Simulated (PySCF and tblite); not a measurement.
Results of a calculation; reference values are marked as such.
C₇H₅BrF₂, numbered as in [F:1][CH:2]([F:3])[c:4]1[cH:5][cH:6][c:7]([Br:8])[cH:9][cH:10]1.

Conformers came from 60 starts (ETKDG and KDG, MMFF94s, GFN2-xTB); geometries are GFN2-xTB. Weights use PBE0-D3(BJ)/6-31G* energies plus GFN2-xTB zero-point and thermal terms (modes under about 100 cm⁻¹ blended into free rotors). Symmetry numbers and mirror images are counted. Conformers within 2.5 kcal/mol (GFN2-xTB free energy) were kept, 6 at most. GIAO shieldings: PBE0/6-31G*. Shifts are against TMS (¹H), TMS (¹³C), CFCl3 (¹⁹F) at the same level. Programs: PySCF with density fitting and tblite.

(1) Predict the averaged NMR shifts at 298.15 K.

(2) How do the conformers differ?

(3) Which signal moves most, for its nucleus, between 250 and 350 K through the change of populations alone?

Spin–orbit effects of the heavy atoms on shieldings are missing. At a carbon that bears Br the missing effect is some 10 ppm, beside I tens of ppm. Unscaled ¹⁹F shifts at such levels can be off by tens of ppm; differences between conformers or isomers are more reliable. Shifts are unscaled: against experiment ¹³C can be off by 15 ppm or more and ¹H by 0.8 ppm.

## Answers

(1) ¹H: 7.57 (H6/H9, 2H), 7.56 (H5/H10, 2H), 7.02 (H2, 1H) ppm. ¹³C: 135.4 (C7), 130.6 (C4), 126.8 (C6/C9), 121.7 (C5/C10), 114.4 (C2) ppm. ¹⁹F: -133.3 (F1/F3) ppm.

(2) Torsions listed: F1–C2–C4–C5.
```
conformer  shape  weight %
        1   150°      79.4
        2  -122°      20.6
```

```
signal       1       2  average
    H2    7.10    6.69     7.02
H5/H10    7.55    7.59     7.56
 H6/H9    7.56    7.59     7.57
    C2   114.0   115.9    114.4
    C4   130.7   130.3    130.6
C5/C10   121.4   122.9    121.7
 C6/C9   126.8   127.0    126.8
    C7   135.2   136.2    135.4
 F1/F3  -137.9  -115.4   -133.3
```

(3) F1/F3: -134.2 ppm at 250 K, -133.3 ppm at 298.15 K, -132.5 ppm at 350 K.


Conformer gaps in 6-31G* on xTB geometries can be 2 kcal/mol off for S=O, P=O and other polar bonds.